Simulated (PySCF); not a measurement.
C₃H₈BFS.
Numbering: `[F:1][CH2:2][S@@+:3]1[BH2-:4][CH2:5][CH2:6]1` (hydrogens: H7, H8 on C2; H9, H10 on B4; H11, H12 on C5; H13, H14 on C6)

Theory: PBE0-D3(BJ)/def2-SVP geometry optimisation, gas phase (PySCF).

Task: List the bond lengths, angles and torsions at this level.

Result: 
```csv
bond,length (Å)
F1–C2,1.356
C2–S3,1.810
S3–B4,2.150
B4–C5,1.623
C5–C6,1.523
S3–C6,1.843
C2–H7,1.101
C2–H8,1.102
B4–H9,1.217
B4–H10,1.216
C5–H11,1.101
C5–H12,1.101
C6–H13,1.101
C6–H14,1.100
```

A selection of angles:
```csv
angle,degrees
F1–C2–S3,111.2
F1–C2–H7,109.9
F1–C2–H8,110.5
S3–C2–H7,109.2
S3–C2–H8,106.0
H7–C2–H8,110.0
C2–S3–B4,97.8
C2–S3–C6,99.6
B4–S3–C6,71.7
S3–B4–C5,85.4
S3–B4–H9,107.1
S3–B4–H10,100.9
C5–B4–H9,122.0
C5–B4–H10,116.4
H9–B4–H10,116.1
B4–C5–C6,96.8
B4–C5–H11,115.5
B4–C5–H12,113.7
C6–C5–H11,112.7
C6–C5–H12,111.0
H11–C5–H12,107.0
C5–C6–H13,119.5
C5–C6–H14,113.1
S3–C6–C5,100.0
S3–C6–H13,110.2
S3–C6–H14,104.1
H13–C6–H14,108.5
```

Dihedral angles: F1–C2–S3–B4 -146° (anticlinal); C2–S3–B4–C5 81° (synclinal); S3–B4–C5–C6 19° (synperiplanar); B4–C5–C6–S3 -22° (synperiplanar); C2–S3–C6–C5 -78° (synclinal).

The 4-membered ring S3–B4–C5–C6 has internal angles of 71.7° to 100.0°; it is puckered, 0.14 Å rms from its mean plane, widest ring torsion 22°. Of the pairs four or more bonds apart, C5···H7 is among the closest relative to their van der Waals radii: 2.72 Å, 94 % of the sum of Bondi's values. B4 (four-coordinate boron) has angles from 85.4° to 122.0°. The 2 C–S bonds span 1.810 Å (C2–S3, drawn single) to 1.843 Å (S3–C6, drawn single), a spread of 0.033 Å. S3 (sulfur bonded to B and 2 C) is pyramidal (angles 99.6°, 97.8° and 71.7°, sum 269.1°, 1.08 Å off the plane of its three neighbours).

Point group: C1 (no symmetry element, even within 0.4 Å). No frequency check. The numbers are those of one conformer.
